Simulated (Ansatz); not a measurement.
The input (input.yaml):

```yaml
crystal:
  periodic: [false, false, false]
  atoms:
    - { symbol: "N", position_ang: [1.167359, 1.000568, -0.767283] }
    - { symbol: Al, position_ang: [0.755601, -0.293818, 0.379335] }
    - { symbol: Cl, position_ang: [2.294775, -1.250646, 1.503247] }
    - { symbol: Ge, position_ang: [-1.857106, -0.741326, 0.405611] }
    - { symbol: F, position_ang: [-2.002217, 0.549164, -0.821048] }
    - { symbol: H, position_ang: [2.085819, 1.388792, -0.992007] }
    - { symbol: H, position_ang: [0.42654, 1.458548, -1.306232] }
    - { symbol: H, position_ang: [-1.241193, -2.011404, -0.208132] }
    - { symbol: H, position_ang: [-1.541078, -0.146279, 1.789508] }
basis:
  gaussian: { orbitals: def2-SVP }
hamiltonian:
  xc: pbe
  dispersion: d4
phonons: {}
```

Run as:

```bash
$ ansatz run input.yaml --threads 2 --pin off --max-ram 3072MiB --backend cpu --events-out ev --progress --plain --runs-dir out
```

Hardware: 2 threads of Arm Neoverse V1, with other jobs on the host.

Roughly how long does this run take, and how much memory?

92 s, with a peak of 0.16 GiB, for 0 ionic steps.
